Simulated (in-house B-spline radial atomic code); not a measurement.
Inner levels of mercury as electrons are removed. A shift is the extra binding of the orbital against the neutral atom ([Xe] 4f14 5d10 6s2). The density at the nucleus is averaged over the nuclear charge. Computed with an all-electron radial atomic-structure program (B-spline basis): Dirac-Hartree-Fock, average of the configuration, finite nuclei.

```csv
ion,configuration,shift of 2p1/2 (eV),shift of 4f5/2 (eV),shift of 4f7/2 (eV),radius of 2p1/2 (bohr),radius of 4f5/2 (bohr),radius of 4f7/2 (bohr),Σ<r²> (bohr²),change of density at nucleus (bohr⁻³)
Hg22+,[Kr] 4d10 4f12,587.95,550.37,549.94,0.056988,0.43666,0.44139,7.0647,-2745.35
Hg23+,[Kr] 4d10 4f11,641.73,598.49,597.92,0.05699,0.43,0.4345,6.7082,-2601.27
Hg24+,[Kr] 4d10 4f10,?,?,?,?,?,?,?,?
Hg25+,[Kr] 4d10 4f9,?,?,?,?,?,?,?,?
Hg26+,[Kr] 4d10 4f8,812.51,749.84,748.84,0.056998,0.41164,0.4156,5.7509,-2106.32
Hg27+,[Kr] 4d10 4f7,872.55,802.58,801.42,0.057001,0.40599,0.40981,5.464,-1920.48
Hg28+,[Kr] 4d10 4f6,934.12,856.43,855.12,0.057004,0.40055,0.40423,5.1911,-1724.21
```

**Question.** Fill in the row of Hg24+.

**Answer.** shift of 2p1/2 (eV): 697.09; shift of 4f5/2 (eV): 647.78; shift of 4f7/2 (eV): 647.07; radius of 2p1/2 (bohr): 0.056993; radius of 4f5/2 (bohr): 0.42362; radius of 4f7/2 (bohr): 0.42793; Σ<r²> (bohr²): 6.3716; change of density at nucleus (bohr⁻³): -2446.74.

**Question.** Fill in the row of Hg25+.

**Answer.** shift of 2p1/2 (eV): 754.02; shift of 4f5/2 (eV): 698.24; shift of 4f7/2 (eV): 697.39; radius of 2p1/2 (bohr): 0.056995; radius of 4f5/2 (bohr): 0.41751; radius of 4f7/2 (bohr): 0.42164; Σ<r²> (bohr²): 6.053; change of density at nucleus (bohr⁻³): -2281.76.
